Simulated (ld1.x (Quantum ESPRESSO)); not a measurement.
# cobalt (Co), TM: configuration errors across variants

- Element: cobalt (Co)
- Generator: ld1.x (Quantum ESPRESSO) 7.5
- Type: norm-conserving Troullier–Martins (Kleinman–Bylander form)
- Functional: LDA (PZ)
- Relativity: scalar-relativistic
- Frozen core: [Ne] 3s2
- Valence charge: 15
- Reference configuration: 3p6 3d7 4s2 4p0
- Partial waves: 4s (bound): rc 1.60 bohr; 3p (bound): rc 1.20 bohr; 3d (bound): rc 1.70 bohr
- Local potential: all-electron potential smoothed inside 1.00 bohr (lloc = -1)
- Core correction: none

All-electron excitation energies from the reference (eV): (1) 3p6 3d7 4s1 4p0 9.296; (2) 3p6 3d7 4s0 4p0 26.380; (3) 3p6 3d6 4s0 4p0 62.569; (4) 3p6 3d7 4s1.5 4p0 3.721; (5) 3p6 3d7 4s0 4p1 14.748; (6) 3p6 3d7 4s1 4p1 4.429; (7) 3p6 3d6 4s2 4p1 9.772; (8) 3p6 3d7 4s2 4p0 spin -1.983; (9) 3p6 3d7 4s1 4p0 spin 6.717.

Spin tests fill each open shell by Hund’s rule, majority spin first.

1 further variants failed, have other tests or too few solved ones, and are left out.

A true bound ghost makes a file unfit for plane-wave use even where its test errors are small: the radial tests pick states by their node count and pass the ghost by.

Errors AE − PS in meV (a dash: test not solved or not reliable):

```csv
change,(1),(2),(3),(4),(5),(6),(7),(8),(9),bound ghosts
base,-0.4,-4.6,+37,-0.2,-16,-6.2,+36,+353,+354,s
wave 4s (bound): rc 1.60 bohr becomes 4s (bound): rc 1.24 bohr,+3.0,+32,-1.7,+0.4,+19,-0.6,+14,+354,+345,s
wave 4s (bound): rc 1.60 bohr becomes 4s (bound): rc 1.40 bohr,+1.4,+12,-2.8,+0.1,-2.0,-3.6,+23,+353,+347,s
wave 4s (bound): rc 1.60 bohr becomes 4s (bound): rc 1.52 bohr,+0.5,+2.0,+23,0.0,-11,-5.2,+34,+353,+354,s
wave 4s (bound): rc 1.60 bohr becomes 4s (bound): rc 1.74 bohr,-1.5,-13,+57,-0.4,-22,-7.4,+32,+353,+351,s
wave 4s (bound): rc 1.60 bohr becomes 4s (bound): rc 2.08 bohr,-2.6,-19,+81,-0.6,-27,-8.3,+24,+352,+347,s
wave 4s (bound): rc 1.60 bohr becomes 4s (bound): rc 2.22 bohr,-2.5,-18,+73,-0.6,-27,-8.3,+27,+353,+348,s
wave 4s (bound): rc 1.60 bohr becomes 4s (bound): rc 2.36 bohr,-2.3,-19,+58,-0.6,-27,-8.2,+31,+353,+350,s
```

Task: Give the same row for: wave 4s (bound): rc 1.60 bohr becomes 4s (bound): rc 1.90 bohr.

Result: -2.4, -18, +76, -0.6, -26, -8.2, +26, +353, +347; bound ghosts: s.
